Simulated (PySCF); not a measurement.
CaBe at RHF-MP2

Level: RHF-MP2. Ca def2-SVP, Be def2-SVP; no relativity (PySCF 2.14).

* state: ¹Σ⁺ (singlet), closed shell
* bond length: 409.3 pm
* harmonic wavenumber: 50.4 cm⁻¹
* force constant: 0.0110 mdyn/Å
* rotational constant Be: 0.1369 cm⁻¹
* well depth De to Ca + Be: 1.0 kcal/mol
* dissociation energy D0: 0.9 kcal/mol

Correlated steps freeze 5 core orbitals. The bond is weak. Basis-set superposition, not corrected here, can be much of De in a small basis, most of all at correlated wavefunction levels.
